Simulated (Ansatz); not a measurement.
The pair A = C2H2 (SMILES C#C) (first 4 atoms), B = H2 (SMILES [H][H]); geometry from B3LYP-D3(BJ)/def2-TZVP.
(charge 0, multiplicity 1):
```xyz
6

C     -0.90170    -0.13644     0.23430
C      0.23327     0.02095    -0.11132
H     -1.90938    -0.27599     0.54168
H      1.24150     0.16060    -0.41688
H      0.55929     0.09532     3.02002
H      0.77682     0.13251     3.73133
```

Cores are frozen in the correlated methods.

Programs: Ansatz (Gaussian basis) for Hartree–Fock, density functionals and correlated methods. Values without a source in brackets are computed.

Total energies (hartree), monomers frozen at their geometry in the pair:

```csv
structure,HF/aug-cc-pVDZ,HF/aug-cc-pVTZ,MP2/aug-cc-pVTZ
AB,-77.9573037,-77.9834155,-78.3293474
A in the pair's basis,-76.8287390,-76.8506860,-77.1637641
B in the pair's basis,-1.1288446,-1.1329867,-1.1650066
A,-76.8286780,-76.8506553,-77.1636201
B,-1.1288178,-1.1329812,-1.1649862
```

Problem. Work out the interaction energy without and with the counterpoise correction, and the superposition error, for each level.

Solution. 
E(AB) − E(A) − E(B), times 627.509 kcal/mol, with the monomers in their own basis and then in the pair's basis:
- HF/aug-cc-pVDZ: 0.12 uncorrected, 0.18 corrected; the monomers gain 0.06 kcal/mol from borrowed functions
- HF/aug-cc-pVTZ: 0.14 uncorrected, 0.16 corrected; the monomers gain 0.02 kcal/mol from borrowed functions
- MP2/aug-cc-pVTZ: -0.47 uncorrected, -0.36 corrected; the monomers gain 0.10 kcal/mol from borrowed functions

Ansatz is a program for electronic structure.
